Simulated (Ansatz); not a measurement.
Basis-set extrapolation for C2H6BNO, SMILES `NB1CCO1` (PBE0-D4/def2-TZVP geometry, frozen core, Ansatz). Multiplicity 1, RHF reference.

|  | def2-TZVPP | def2-QZVPP |
| --- | --- | --- |
| HF | -233.390667 | -233.401700 |
| MP2 correlation | -0.878027 | -0.939511 |
| CCSD(T) correlation | -0.945647 | not run |

Energies in hartree. Use E(X) = E(∞) + A·exp(−7.88·√X) for Hartree–Fock and E(X) = E(∞) + B·X^(−2.97) for correlation, with X = 3 and 4, and add CCSD(T) minus MP2 of the smaller set to the MP2 limit.

Task: What is the CCSD(T) energy at the basis-set limit?

Result: HF limit: -233.401700 + (-0.011033) × 0.13774 = -233.40322. MP2 limit: -0.939511 + (-0.061484) × 0.74074 = -0.98505. Higher-order term: -0.945647 − (-0.878027) = -0.06762. Total: -234.45589 hartree, 3.25 eV below CCSD(T)/def2-TZVPP.
